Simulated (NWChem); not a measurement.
CCl$_{3}$F; SMILES ClC(Cl)(Cl)F

Computed with NWChem. Pople sets run with spherical d functions. Coordinates come from a PBE0/def2-SVP optimisation. Total energies compare along this basis series because the functional is fixed.

| level | basis functions | energy (Ha) | highest occupied level (eV) | orbital gap (eV) | dipole (D) |
|---|---|---|---|---|---|
| B3LYP/STO-3G | 37 | -1501.5386 | -7.38 | 8.58 | 1.08 |
| B3LYP/3-21G | 57 | -1511.1211 | -8.99 | 7.37 | 0.13 |
| B3LYP/6-31G* | 82 | -1518.4922 | -8.77 | 7.32 | 0.16 |
| B3LYP/6-31+G* | 102 | -1518.5075 | -8.95 | 7.22 | 0.37 |
| B3LYP/def2-SVP | 82 | -1518.0186 | -8.58 | 7.85 | 0.32 |
| B3LYP/def2-SVPD | 124 | -1518.0525 | -8.96 | 7.32 | 0.36 |
| B3LYP/def2-TZVP | 173 | -1518.6684 | -8.83 | 7.34 | 0.34 |
| B3LYP/6-311++G** | 134 | -1518.6410 | -8.96 | 7.25 | 0.42 |
| B3LYP/aug-cc-pVTZ | 242 | -1518.6843 | -8.90 | 7.23 | 0.34 |
